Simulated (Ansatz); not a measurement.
Born–Oppenheimer molecular dynamics of a periodic cell of 24 atoms, HCl (contents 12 HCl, density as packed 1.19 g/cm³ with natural masses). It goes on from the last frame of an earlier run, with new velocities.

Computed with Ansatz 0.2.0, DFT r2SCAN, scalar-relativistic, plane waves, PAW. Settings: accuracy low, cutoff 500 eV, k mesh 1x1x1, fermi-dirac smearing 0.05 eV, no spin polarisation.

```json
{"ensemble": "NVT, Langevin thermostat", "time step": "0.5 fs", "steps asked": "70", "set temperature": "350 K", "friction": "0.05 /fs", "seed": "363875"}
```

First frame:

```xyz
24
Lattice="8.4902 0.0000 0.0000 0.0000 8.4902 0.0000 0.0000 0.0000 8.4902" Properties=species:S:1:pos:R:3
Cl 4.983 5.096 8.166
H 5.610 3.998 7.975
Cl 0.422 1.539 3.329
H 0.235 2.499 2.509
Cl -0.040 5.156 5.042
H 0.553 6.146 5.587
Cl 5.192 0.978 2.675
H 6.010 0.025 2.503
Cl 1.296 4.110 8.467
H 1.978 3.198 7.831
Cl 5.433 5.032 3.527
H 6.339 5.519 4.289
Cl 2.585 7.127 1.810
H 2.516 5.999 1.085
Cl 1.450 8.190 6.577
H 2.409 8.304 5.734
Cl 6.907 2.059 7.441
H 5.966 1.315 7.114
Cl 7.563 7.202 1.169
H 8.730 7.579 1.526
Cl 3.396 2.859 5.549
H 4.039 3.937 4.999
Cl 4.985 7.999 5.786
H 5.282 8.722 4.754
```

**Question.** What does the run give?

**Answer.** All steps were run.

```yaml
steps_done: 70
time_covered: 35 fs
mean_temperature_over_the_second_half: 334 K
spread_of_the_potential_energy_over_the_second_half: 1.5 meV per atom
mean_potential_energy_of_the_second_half_above_the_start: 15.8 meV per atom
```

A run of 0.035 ps of so small a system gives no equilibrium averages. Limits of this set-up: coarse k mesh, low accuracy level.

**Question.** What happens to the structure?

**Answer.** Mean squared displacements from the first frame to the last, about the centre of mass: Cl 0.01 Å², H 0.46 Å². This is one draw of velocities; another would differ in detail.

**Question.** How do temperature and energy run in time?

**Answer.** 
| time (fs) | T (K) | potential energy less start (eV) |
| --- | --- | --- |
| 0.0 | 335 | 0.000 |
| 1.0 | 373 | 0.030 |
| 2.0 | 388 | 0.052 |
| 3.0 | 360 | 0.036 |
| 4.0 | 394 | 0.022 |
| 5.0 | 427 | 0.063 |
| 6.0 | 397 | 0.156 |
| 7.0 | 362 | 0.219 |
| 8.0 | 378 | 0.179 |
| 9.0 | 389 | 0.085 |
| 10.0 | 360 | 0.104 |
| 11.0 | 306 | 0.198 |
| 12.0 | 322 | 0.286 |
| 13.0 | 313 | 0.331 |
| 14.0 | 299 | 0.306 |
| 15.0 | 299 | 0.257 |
| 16.0 | 353 | 0.243 |
| 17.0 | 355 | 0.257 |
| 18.0 | 381 | 0.295 |
| 19.0 | 368 | 0.346 |
| 20.0 | 352 | 0.380 |
| 21.0 | 353 | 0.385 |
| 22.0 | 317 | 0.396 |
| 23.0 | 311 | 0.425 |
| 24.0 | 313 | 0.419 |
| 25.0 | 310 | 0.411 |
| 26.0 | 331 | 0.399 |
| 27.0 | 317 | 0.379 |
| 28.0 | 272 | 0.398 |
| 29.0 | 320 | 0.407 |
| 30.0 | 328 | 0.397 |
| 31.0 | 318 | 0.397 |
| 32.0 | 322 | 0.389 |
| 33.0 | 328 | 0.354 |
| 34.0 | 392 | 0.326 |
| 35.0 | 366 | 0.371 |

Run time: 22 min on 1 thread of Arm Neoverse V1, with other jobs on the host, peak memory 1 GiB.
